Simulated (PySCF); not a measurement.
C2H9AlOSi (SMILES [CH3][Al]([CH3])[O][SiH3]), singlet, geometry from GFN2-xTB (such geometries of metal compounds can be far from the true shape); PySCF with PBE0/STO-3G.

Here is a job for PySCF.
```python
from pyscf import gto, scf, dft

mol = gto.M(
    atom='''
Al    0.164182    0.803069    0.529355
C     1.719929    1.911976   -0.042751
H     2.653789    1.343703    0.007146
H     1.852685    2.808578    0.565673
H     1.616324    2.235768   -1.082929
C    -1.100345    1.113640    2.039929
H    -1.092930    0.274954    2.742768
H    -2.131097    1.202428    1.683529
H    -0.874444    2.017105    2.609319
O    -0.122035   -0.585963   -0.386096
Si   -0.393204   -1.924513   -1.270148
H    -1.599104   -2.564109   -0.740573
H     0.781901   -2.785423   -1.120705
H    -0.577864   -1.495704   -2.658076
''',
    basis='sto-3g',
    charge=0,
    spin=0,
    verbose=5,
)

mf = dft.RKS(mol)
mf.xc = 'pbe0'
mf.kernel()
```

What the program printed (banner, timings and long lists left out):

```
PySCF version 2.14.0

[INPUT] verbose = 5
[INPUT] max_memory = 4000
[INPUT] num. atoms = 14
[INPUT] num. electrons = 56
[INPUT] charge = 0
[INPUT] spin (= nelec alpha-beta = 2S) = 0
[INPUT] symmetry False subgroup None
[INPUT] Mole.unit = angstrom
[INPUT] Symbol           X                Y                Z      unit          X                Y                Z       unit  Magmom
[...]
[INPUT] ---------------- BASIS SET ----------------
[INPUT] l, kappa, [nprim/nctr], expnt,             c_1 c_2 ...
[INPUT] O
[...]
                                23.808861         0.53532814
                                6.4436083         0.44463454
[...]
                                1.1695961         0.39951283
                                0.380389          0.70011547
[...]
                                1.1695961         0.60768372
                                0.380389          0.39195739
[INPUT] C
[...]
                                13.045096         0.53532814
                                3.5305122         0.44463454
[...]
                                0.6834831         0.39951283
                                0.2222899         0.70011547
[...]
                                0.6834831         0.60768372
                                0.2222899         0.39195739
[INPUT] Al
[...]
                                64.01186067       0.5353281423
                                17.32410761       0.4446345422
[...]
                                4.391813233       0.3995128261
                                1.42835397        0.7001154689
[...]
                                0.3893265318      0.2255954336
                                0.1523797659      0.900398426
[...]
                                4.391813233       0.6076837186
                                1.42835397        0.3919573931
[...]
                                0.3893265318      0.5951670053
                                0.1523797659      0.462001012
[INPUT] Si
[...]
                                74.28083305       0.5353281423
                                20.10329229       0.4446345422
[...]
                                5.389706871       0.3995128261
                                1.752899952       0.7001154689
[...]
                                0.4125648801      0.2255954336
                                0.1614750979      0.900398426
[...]
                                5.389706871       0.6076837186
                                1.752899952       0.3919573931
[...]
                                0.4125648801      0.5951670053
                                0.1614750979      0.462001012
[INPUT] H
[...]
                                0.62391373        0.53532814
                                0.1688554         0.44463454

nuclear repulsion = 269.122866577301
number of shells = 28
number of NR pGTOs = 126
number of NR cGTOs = 42
basis = sto-3g
ecp = {}

******** <class 'pyscf.dft.rks.RKS'> ********
method = RKS
initial guess = minao
damping factor = 0
level_shift factor = 0
DIIS = <class 'pyscf.scf.diis.CDIIS'>
diis_start_cycle = 1
diis_space = 8
diis_damp = 0
SCF conv_tol = 1e-09
SCF conv_tol_grad = None
SCF max_cycles = 50
direct_scf = True
direct_scf_tol = 1e-13
XC library pyscf.dft.libxc version 7.1.2
    S. Lehtola, C. Steigemann, M. J. T. Oliveira, and M. A. L. Marques,  SoftwareX 7, 1–5 (2018)
XC functionals = pbe0
    C. Adamo and V. Barone,  J. Chem. Phys. 110, 6158 (1999)
    M. Ernzerhof and G. E. Scuseria,  J. Chem. Phys. 110, 5029 (1999)
radial grids:
    Treutler-Ahlrichs [JCP 102, 346 (1995); DOI:10.1063/1.469408] (M4) radial grids

becke partition: Becke, JCP 88, 2547 (1988); DOI:10.1063/1.454033
pruning grids: <function nwchem_prune>
grids dens level: 3
symmetrized grids: False
atomic radii adjust function: <function treutler_atomic_radii_adjust>
small_rho_cutoff = 0
Set gradient conv threshold to 3.16228e-05
Initial guess from minao.
atom Al rad-grids = 80, ang-grids = [ 50  50  50  50  50  50  50  50  50  50  50  50  50  50  50  50  50  50
  50  50  50  50  50  86  86  86  86  86  86  86  86  86  86  86  86  86
 350 350 350 350 350 350 350 350 350 434 434 434 434 434 434 434 434 434
 434 434 434 434 434 434 434 434 434 350 350 350 350 350 350 350 350 350
 350 350 350 350 350 350 350 350]
atom C rad-grids = 75, ang-grids = [ 50  50  50  50  50  50  50  50  50  50  50  50  50  50  50  50  50  50
  50  50  50  50  86  86  86  86  86  86  86  86  86  86 266 266 266 266
 266 266 302 302 302 302 302 302 302 302 302 302 302 302 302 302 302 302
 302 302 302 302 266 266 266 266 266 266 266 266 266 266 266 266 266 266
 266 266 266]
atom H rad-grids = 50, ang-grids = [ 50  50  50  50  50  50  50  50  50  50  50  50  50  50  50  86  86  86
  86 266 266 266 266 266 302 302 302 302 302 302 302 302 302 302 302 302
 302 266 266 266 266 266 266 266 266 266 266 266 266 266]
atom O rad-grids = 75, ang-grids = [ 50  50  50  50  50  50  50  50  50  50  50  50  50  50  50  50  50  50
  50  50  50  50  50  86  86  86  86  86  86  86  86  86 266 266 266 266
 266 266 266 302 302 302 302 302 302 302 302 302 302 302 302 302 302 302
 302 302 302 302 302 266 266 266 266 266 266 266 266 266 266 266 266 266
 266 266 266]
atom Si rad-grids = 80, ang-grids = [ 50  50  50  50  50  50  50  50  50  50  50  50  50  50  50  50  50  50
  50  50  50  50  50  86  86  86  86  86  86  86  86  86  86  86  86  86
 350 350 350 350 350 350 350 350 434 434 434 434 434 434 434 434 434 434
 434 434 434 434 434 434 434 434 350 350 350 350 350 350 350 350 350 350
 350 350 350 350 350 350 350 350]
tot_boxes 5508, boxes in each direction [15 16 16]
Padding 2 grids
tot grids = 168952
nelec by numeric integration = 55.307732511454375
E1 = -1471.3962439418483  E2 = 522.4192103751187  Ecoul = 584.2903761024068  Exc = -61.87116572728803
init E= -679.854166989428
cond(S) = 9.646071688977768
[...]
  mo_energy =
[-6.55092946e+01 -5.55134490e+01 -1.93990133e+01 -1.01847586e+01
[...]
   0.56580555   0.60054551]
nelec by numeric integration = 56.00000597388778
E1 = -1480.689682409436  E2 = 531.3782012069876  Ecoul = 593.7275120967547  Exc = -62.34931088976715
cycle= 4 E= -680.188614625147  delta_E= -0.00642  |g|= 0.0471  |ddm|= 0.258
[...]
  mo_energy =
[-65.49450837 -55.52617875 -18.77931452  -9.95707559  -9.95685924
  -5.14583156  -3.99971013  -3.42347594  -3.42186541  -3.42171506
  -2.46903744  -2.4635509   -2.46129083  -0.85092708  -0.6370525
  -0.63031074  -0.49288497  -0.34842425  -0.34308571  -0.34065111
  -0.339384    -0.33841327  -0.31316555  -0.31194922  -0.25007376
  -0.21078315  -0.1410583   -0.1193945    0.19413709   0.22859519
   0.32466088   0.34477788   0.40030698   0.40717318   0.4781974
   0.48443073   0.50144022   0.51711586   0.54316041   0.54709878
   0.56838925   0.59843224]
nelec by numeric integration = 56.00000585754033
E1 = -1480.7526636317602  E2 = 531.4404750406512  Ecoul = 593.7935348054461  Exc = -62.35305976479487
cycle= 5 E= -680.189322013808  delta_E= -0.000707  |g|= 0.00589  |ddm|= 0.0706
[...]
  mo_energy =
[-65.49952686 -55.52056598 -18.77859809  -9.95757355  -9.95737155
  -5.14982522  -3.99523132  -3.42749881  -3.4258856   -3.4257392
  -2.46455176  -2.45904451  -2.45682612  -0.8506871   -0.63680723
  -0.63012337  -0.49390904  -0.34823687  -0.34291715  -0.34029403
  -0.33921518  -0.33827782  -0.31444024  -0.31298396  -0.24932103
  -0.20993327  -0.14060528  -0.11904076   0.19604259   0.2295138
   0.32337058   0.34499902   0.39907275   0.40571893   0.47841104
   0.48508503   0.50156249   0.51729998   0.54338371   0.54711575
   0.56925942   0.59942719]
nelec by numeric integration = 56.00000586191442
E1 = -1480.7531113144596  E2 = 531.4409084163965  Ecoul = 593.7945674765023  Exc = -62.353659060105734
cycle= 6 E= -680.189336320762  delta_E= -1.43e-05  |g|= 0.000575  |ddm|= 0.0111
[...]
  mo_energy =
[-65.4992672  -55.52106972 -18.77843835  -9.95748084  -9.95727722
  -5.14967141  -3.99543321  -3.4273424   -3.42573186  -3.42558344
  -2.46476217  -2.45924775  -2.4570371   -0.85060894  -0.63670559
  -0.63002086  -0.49396412  -0.34817769  -0.34281538  -0.3402283
  -0.33912721  -0.33817536  -0.31454873  -0.31306853  -0.24925301
  -0.20985596  -0.14052943  -0.11898386   0.19608254   0.22958233
   0.3232858    0.34503028   0.39900969   0.40563783   0.47848893
   0.48515952   0.50167256   0.51740728   0.54348177   0.54721536
   0.5693206    0.5994922 ]
nelec by numeric integration = 56.00000586169953
E1 = -1480.7507137819944  E2 = 531.4385107824681  Ecoul = 593.7921516038416  Exc = -62.35364082137342
cycle= 7 E= -680.189336422225  delta_E= -1.01e-07  |g|= 0.000186  |ddm|= 0.00094
[...]
  mo_energy =
[-65.49931867 -55.52116369 -18.77837664  -9.95749673  -9.95729544
  -5.14970602  -3.99551421  -3.42737716  -3.42576749  -3.42561873
  -2.46484443  -2.45932825  -2.45711779  -0.85059169  -0.63671646
  -0.63003067  -0.49396051  -0.34818448  -0.34282328  -0.34023637
  -0.33913715  -0.33818299  -0.31453299  -0.31306409  -0.24926919
  -0.20987718  -0.14050893  -0.11896923   0.19604942   0.2295602
   0.32329181   0.34501831   0.39900976   0.40564652   0.47848202
   0.48514075   0.50166409   0.51739774   0.54347363   0.54720988
   0.56929761   0.5994751 ]
nelec by numeric integration = 56.000005861645995
E1 = -1480.751127599503  E2 = 531.4389245903235  Ecoul = 593.7925404873123  Exc = -62.353615896988806
cycle= 8 E= -680.189336431878  delta_E= -9.65e-09  |g|= 6.1e-05  |ddm|= 0.000206
[...]
  mo_energy =
[-65.49930427 -55.52116034 -18.77833709  -9.95749667  -9.95729392
  -5.14969364  -3.99551397  -3.42736469  -3.42575514  -3.42560636
  -2.46484456  -2.45932767  -2.45711733  -0.85057041  -0.63671739
  -0.63003167  -0.49395296  -0.3481807   -0.34282419  -0.34023173
  -0.3391384   -0.33818403  -0.31452722  -0.31305794  -0.24926432
  -0.20987572  -0.14048937  -0.11895144   0.19605172   0.22956439
   0.32329599   0.34502471   0.39901613   0.40565323   0.47848647
   0.48514043   0.50166298   0.51739688   0.54347305   0.54720869
   0.56929751   0.59948024]
nelec by numeric integration = 56.00000586163435
E1 = -1480.7508756276652  E2 = 531.4386726173386  Ecoul = 593.7922685923728  Exc = -62.35359597503422
cycle= 9 E= -680.189336433025  delta_E= -1.15e-09  |g|= 9.08e-06  |ddm|= 7.42e-05
[...]
  mo_energy =
[-65.49930427 -55.52116272 -18.77833153  -9.95749684  -9.95729541
  -5.14969331  -3.99551529  -3.42736434  -3.4257548   -3.42560605
  -2.46484599  -2.45932891  -2.45711861  -0.85056731  -0.63671801
  -0.63003232  -0.4939519   -0.34818038  -0.34282478  -0.34023132
  -0.33913893  -0.33818466  -0.31452633  -0.31305695  -0.24926389
  -0.20987591  -0.1404867   -0.11894886   0.1960518    0.22956453
   0.32329657   0.34502527   0.39901699   0.40565412   0.4784868
   0.48514001   0.50166232   0.51739624   0.54347245   0.54720802
   0.56929706   0.59948063]
nelec by numeric integration = 56.0000058616351
E1 = -1480.750855506758  E2 = 531.4386524964094  Ecoul = 593.7922459774041  Exc = -62.35359348099473
cycle= 10 E= -680.189336433047  delta_E= -2.21e-11  |g|= 7.73e-07  |ddm|= 1.25e-05
[...]
  mo_energy =
[-65.49930434 -55.52116273 -18.77833129  -9.95749753  -9.95729465
  -5.14969338  -3.99551532  -3.42736441  -3.42575487  -3.42560611
  -2.46484602  -2.45932893  -2.45711864  -0.85056722  -0.63671799
  -0.63003228  -0.49395193  -0.34818036  -0.34282475  -0.34023131
  -0.33913889  -0.33818461  -0.31452633  -0.31305703  -0.24926388
  -0.2098759   -0.1404866   -0.11894878   0.1960518    0.22956453
   0.32329652   0.34502527   0.39901692   0.40565411   0.47848682
   0.48514003   0.50166236   0.51739628   0.54347248   0.54720807
   0.56929707   0.59948066]
nelec by numeric integration = 56.000005861634634
E1 = -1480.7508544595196  E2 = 531.4386514491681  Ecoul = 593.7922447996618  Exc = -62.35359335049369
Extra cycle  E= -680.18933643305  delta_E= -2.96e-12  |g|= 7.8e-07  |ddm|= 2.24e-06
converged SCF energy = -680.18933643305
```
